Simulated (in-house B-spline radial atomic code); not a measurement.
A fraction x of an electron is removed from 3d in V2+, starting from [Ar] 3d3 and keeping the highest spin. Method: scalar-relativistic (X2C) TPSS, spin-polarised, spherical fractional occupations, Fermi nucleus of rms radius 3.6002 fm. Calculated with a radial B-spline atomic code at the basis-set limit.

| x | E(x) - E(0) (eV) | 3d up level (eV) |
| --- | --- | --- |
| 0 | 0.0000 | -22.168 |
| 0.11 | 2.5248 | -23.743 |
| 0.16 | 3.7301 | -24.471 |
| 0.28 | 6.7728 | -26.246 |
| 0.39 | 9.7510 | -27.909 |
| 0.5 | 12.9139 | -29.603 |
| 0.62 | 16.5790 | -31.488 |
| 0.71 | 19.4775 | -32.926 |
| 0.85 | 24.2458 | -35.201 |
| 0.99 | 29.3360 | -37.524 |
| 1 | 29.7121 | -37.691 |

The exact functional would give a straight line between the two integer points. Deviations E(x) - E(0) - x[E(1) - E(0)], in eV: -0.744 at x = 0.11, -1.024 at x = 0.16, -1.547 at x = 0.28, -1.837 at x = 0.39, -1.942 at x = 0.5, -1.843 at x = 0.62, -1.618 at x = 0.71, -1.009 at x = 0.85, -0.079 at x = 0.99.

The curve lies below the straight line by up to 1.942 eV (at x = 0.5): convex, the delocalisation error that favours fractional charges.

Q: How well does Slater's transition state (minus the level at half occupation) give the ionisation energy?

A: It gives 29.603 eV against 29.712 eV from the two total energies; NIST lists 29.31 eV, ground level to ground level.
